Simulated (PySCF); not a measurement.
PySCF job for Be(Et)(NH2) (C2H7BeN), SMILES [NH2][Be][CH2]C, C-PCM-M06-2X/def2-SVP. Coordinates come from a PBE0-D3(BJ)/def2-SVP optimisation. One conformer was computed; it need not be the lowest.

```python
import numpy as np
from pyscf import gto, scf, dft
from pyscf.solvent import pcm

mol = gto.M(
    atom='''
    Be    0.20706729   -0.79537194   -0.00000000
    C     0.64415520    0.83307813    0.00000000
    C    -0.49449015    1.85818288    0.00000000
    H     1.30464778    1.01198536   -0.87180096
    H     1.30464776    1.01198536    0.87180096
    H    -1.14498009    1.74755872    0.88315976
    H    -1.14498008    1.74755871   -0.88315977
    H    -0.12991053    2.89973637   -0.00000000
    N    -0.17823862   -2.24932754    0.00000000
    H    -0.33400699   -2.81980502   -0.82455726
    H    -0.33400700   -2.81980502    0.82455726
    ''',
    basis='def2-SVP',
    charge=0,
    spin=0,
    max_memory=1600,
    verbose=3,
)
mf = dft.RKS(mol, xc='m06-2x').density_fit(auxbasis='def2-universal-jkfit')
mf.grids.level = 4
mf.conv_tol = 1e-9
mf.max_cycle = 100
mf.kernel()
res = {}
for name, eps in {'water': 78.355, 'acetone': 20.493, 'ethanol': 24.852}.items():
    s = mf.PCM()
    s.with_solvent.method, s.with_solvent.eps, s.with_solvent.lebedev_order = 'C-PCM', eps, 29
    s.kernel(mf.make_rdm1())
    res[name] = (s.e_tot, eps, s.dip_moment(), s.mo_energy, s.converged)
    print(f'{name}: electrostatic solvation free energy {(s.e_tot - mf.e_tot) * 627.509474:.3f} kcal/mol')
```

Output:

```
converged SCF energy = -149.767972705278

WARN: PCM is an experimental feature. It is still in testing.
Features and APIs may be changed in the future.

converged SCF energy = -149.773801052887
Dipole moment(X, Y, Z, Debye): -0.28119, -1.60172,  0.00000
water: electrostatic solvation free energy -3.657 kcal/mol

WARN: PCM is an experimental feature. It is still in testing.
Features and APIs may be changed in the future.

converged SCF energy = -149.77357741951
Dipole moment(X, Y, Z, Debye): -0.27781, -1.58966,  0.00000
acetone: electrostatic solvation free energy -3.517 kcal/mol

WARN: PCM is an experimental feature. It is still in testing.
Features and APIs may be changed in the future.

converged SCF energy = -149.773630453235
Dipole moment(X, Y, Z, Debye): -0.27860, -1.59251,  0.00000
ethanol: electrostatic solvation free energy -3.550 kcal/mol
```

Self-consistency was reached.

Cost: about 2.1 core-minutes (a rough figure).
